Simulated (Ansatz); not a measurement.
Ansatz (a program for electronic structure) input (RI-MP2/aug-cc-pVQZ):
A basis named .json is the Basis Set Exchange file of that set.

Ansatz 0.2 input:
```yaml
crystal:
  periodic: [false, false, false]
  atoms:
    - {symbol: O, position_ang: [1.72672343, -0.86871458, -0.67641087]}
    - {symbol: C, position_ang: [1.18174872, 0.10347818, -0.25439117]}
    - {symbol: C, position_ang: [-0.31702514, 0.12817975, 0.11483282]}
    - {symbol: F, position_ang: [-0.44622212, 0.46472768, 1.41214200]}
    - {symbol: F, position_ang: [-0.91571287, -1.03781772, -0.08897633]}
    - {symbol: F, position_ang: [-0.93666235, 1.07162719, -0.61928171]}
    - {symbol: H, position_ang: [1.68524708, 1.07293467, -0.08631850]}
basis:
  gaussian:
    orbitals: aug-cc-pVQZ
    fitting: {mean_field: def2-universal-jkfit, correlation: aug-cc-pVQZ-RIFIT.json}
total_charge: 1
magnetization: {spin_polarized: true, initial_magnetization: 1}
correlation: {method: mp2, electrons: outside_noble_gas}
```

Output:

```
Functional definition: HF
integrals: 1.24 GiB planned
476 factors; integrals over basis functions are off by at most 3.9e0 eV
mean field: 2.57 GiB planned
mean field evaluation 1: about -12218.9135 eV, gradient 4.4e1 eV
mean field evaluation 2: about -12222.3271 eV, gradient 3.5e1 eV
mean field evaluation 4: about -12226.0701 eV, gradient 3.8e0 eV
mean field evaluation 8: about -12226.3565 eV, gradient 2.3e-1 eV
mean field -12226.35873987 eV, -449.3103963665 hartree, gradient 2.9e-6 eV, S^2 0.788077; 0 other end points of the search recorded, 0 dependent functions left out
6 core orbitals not correlated
1088 factors; their error is unknown
reference -12226.35873987 eV, -449.3103963665 hartree; 18, 17 occupied and 502, 503 virtual orbitals, 1088 factors
second order -36.50301631 eV of doubles, -0.00000000 eV of singles
Total energy: -12262.86175618 eV, -450.6518574734 hartree
```

This state (charge 1, doublet) is run at the relaxed geometry of the species with charge 0 and multiplicity 1.
